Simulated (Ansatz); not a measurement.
Cost and result for the atomization energy of C$_{2}$H$_{6}$AlFSi, SMILES `[F][Al]1[CH2][SiH2][CH2]1` (11 atoms, 11 bonds).

Cartesian coordinates in Å:
```
F -2.2343 -0.0715 -2.1618
Al -1.0482 -0.0328 -1.0176
C -0.4019 1.3528 0.1979
Si 0.8139 0.0237 0.7987
C 0.2338 -1.3563 -0.3696
H -1.0982 1.7134 0.9590
H 0.0701 2.2269 -0.2580
H 2.2342 0.4051 0.5691
H 0.6100 -0.3243 2.2314
H -0.1704 -2.2396 0.1309
H 0.9911 -1.6975 -1.0801
```

Charge 0, multiplicity 1. The geometry is a stationary point of PBE0-D4/def2-TZVP. Program: Ansatz. All runs use 4 threads of an Arm Neoverse V2 on a shared host. Times are those of one run each, without the atoms' runs, and a repeat can differ threefold. Electronic energies, without spin–orbit coupling; frozen cores. CCSD(T)/CBS adds CCSD(T) − MP2 in def2-TZVPP to the MP2 limit, and its time is that of the two runs behind it. T1 = 0.012. B3LYP takes the VWN-RPA correlation (the form of Gaussian; ORCA's B3LYP/G).

CCSD(T)/CBS is a level of theory with its own doubt, some kJ/mol a heavy atom from the limit and from the frozen cores, so smaller differences don't rank the functionals.

| level | functions | wall time |
| --- | --- | --- |
| PBE-D4/def2-TZVPP (with forces) | 261 | 2.3 s |
| PBE0-D4/def2-TZVPP | 261 | 2.7 s |
| B3LYP-D4/def2-TZVPP (with forces) | 261 | 4.2 s |
| r2SCAN-D4/def2-TZVPP (with forces) | 261 | 4.5 s |
| B2PLYP/def2-TZVPP | 261 | 4.9 s |
| ωB97X-V/def2-TZVPP | 261 | 7.5 s |
| ωB97M-V/def2-TZVPP (with forces) | 261 | 11 s |
| MP2/def2-QZVPP | 491 | 20 s |
| CCSD(T)/def2-TZVPP | 261 | 110 s |
| CCSD(T)/CBS(def2) | – | 2.2 min |

What atomization energy does each give, and how far from CCSD(T)/CBS? (An estimate is asked.)

Computed: 
| level | atomization (kJ/mol) | difference from CCSD(T)/CBS | per bond |
| --- | --- | --- | --- |
| PBE-D4/def2-TZVPP (with forces) | 4117.1 | 31.3 | 2.8 |
| PBE0-D4/def2-TZVPP | 4072.5 | -13.3 | -1.2 |
| B3LYP-D4/def2-TZVPP (with forces) | 4059.2 | -26.6 | -2.4 |
| r2SCAN-D4/def2-TZVPP (with forces) | 4099.6 | 13.8 | 1.3 |
| B2PLYP/def2-TZVPP | 4029.7 | -56.1 | -5.1 |
| ωB97X-V/def2-TZVPP | 4094.3 | 8.5 | 0.8 |
| ωB97M-V/def2-TZVPP (with forces) | 4091.7 | 5.9 | 0.5 |
| MP2/def2-QZVPP | 4113.9 | 28.1 | 2.6 |
| CCSD(T)/def2-TZVPP | 3983.4 | -102.4 | -9.3 |
| CCSD(T)/CBS(def2) | 4085.8 | 0.0 | 0.0 |

From PBE to PBE0 (25 % exact exchange), in def2-TZVPP and without D4, the atomization energy moves by −40.9 kJ/mol: exact exchange takes away binding that semilocal exchange gives to molecules. In def2-TZVPP, CCSD(T) changes the Hartree–Fock value by +906.3 kJ/mol (the triples alone add +54.0 kJ/mol) and MP2 by +975.6 kJ/mol; breaking electron pairs costs correlation energy, which Hartree–Fock lacks. The D4 term adds +38.9 kJ/mol with B3LYP and +20.2 kJ/mol with PBE0; it sums over pairs of atoms, weighted by their polarisabilities, and B3LYP, whose exchange is more repulsive, gets the larger term.
